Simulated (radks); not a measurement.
Results of a calculation; reference values are marked as such.
Q: Neutral praseodymium is in [Xe] 4f3 6s2. Level of theory: non-relativistic Kohn-Sham, PBE, spin-polarised, spherical densities, point nucleus (a radial shooting solver on a logarithmic mesh with Libxc functionals). Open shells are filled with parallel spins first. One electron is removed from 5p, 4f, 6s, 5s in turn, with full relaxation. Which removal costs least, and what does each cost?

A: 6s 5.189 eV; 4f 11.629 eV; 5p 25.008 eV; 5s 39.346 eV. The 6s electron leaves first.
